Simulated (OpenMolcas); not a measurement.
Pd4+: moving or changing the point charges

Pd4+ among 6 point charges of -1.5 e arranged as a tetragonal octahedron (D4h), 2.02 Å from the ion, with the axial distance 2.343 Å.

```
Program             : OpenMolcas 26.06
Method              : SS-CASPT2, IPEA 0.25 Eh, imaginary shift 0.1 Eh (closed shells correlated: 4s 4p)
Basis               : ANO-RCC-VDZP [6s5p3d1f]
Scalar Hamiltonian  : DKH2, point nucleus
Active space        : 6 electrons in 5 orbitals (4d)
State averaging     : 2S+1 = 5 even, 5 roots; 2S+1 = 3 even, 45 roots; 2S+1 = 1 even, 50 roots
Spin-orbit coupling : RASSI with atomic mean-field integrals over the reference wave functions
```

Runs around this geometry, states (labels of D4, the rotations of D4h). Energies in cm-1 above the lowest state or level, χT in cm3 K/mol.

```json
{"R (Å)": "2.02", "q (e)": "-0.75", "Axial / equatorial distance": "1.16", "Ground state": "5E", "First state of that spin": "5A1 1170", "First gap with spin-orbit (degeneracies)": "65 (1, 2)", "χT at 300 K": "5.231", "First state of another spin": "3E 19780"}
{"R (Å)": "1.83", "q (e)": "-1.5", "Axial / equatorial distance": "1.16", "Ground state": "5E", "First state of that spin": "5B2 3420", "First gap with spin-orbit (degeneracies)": "27 (1, 2)", "χT at 300 K": "4.485", "First state of another spin": "3E 16660"}
{"R (Å)": "2.02", "q (e)": "-1.5", "Axial / equatorial distance": "1.16", "Ground state": "5E", "First state of that spin": "5A1 2310", "First gap with spin-orbit (degeneracies)": "92 (1, 2)", "χT at 300 K": "4.856", "First state of another spin": "3E 18620"}
{"R (Å)": "2.24", "q (e)": "-1.5", "Axial / equatorial distance": "1.16", "Ground state": "5E", "First state of that spin": "5A1 1250", "First gap with spin-orbit (degeneracies)": "46 (1, 2)", "χT at 300 K": "5.185", "First state of another spin": "3E 19610"}
{"R (Å)": "2.02", "q (e)": "-1.5", "Axial / equatorial distance": "1.25", "Ground state": "5E", "First state of that spin": "5A1 1400", "First gap with spin-orbit (degeneracies)": "15 (1, 2)", "χT at 300 K": "5.087", "First state of another spin": "3E 18660"}
```

Scaling the charges by -0.75 / -1.5 = 0.50 scales the first state of the same spin by 1170 / 2310 = 0.51; with fixed orbitals a first-order splitting would follow the charge.

An orbital doublet at a regular site is open to a Jahn-Teller distortion, which this geometry leaves out. Point charges give a weaker field than real ligands, and real ions of this kind are as a rule low spin; the high spin found here belongs to the model. Free-ion shares, where given, are those of the reference states; single-state CASPT2 does not remix them. The ground term spreads over less than 5000 cm-1, several times less than with real ligands, so orbital moments are less quenched and χT lies further from the spin-only value than at real sites (holds for R = 2.02, q = -0.75, ratio = 1.16; R = 2.24, q = -1.5, ratio = 1.16). This is an electrostatic model: the charges have no orbitals. No measured value stands beside these numbers.
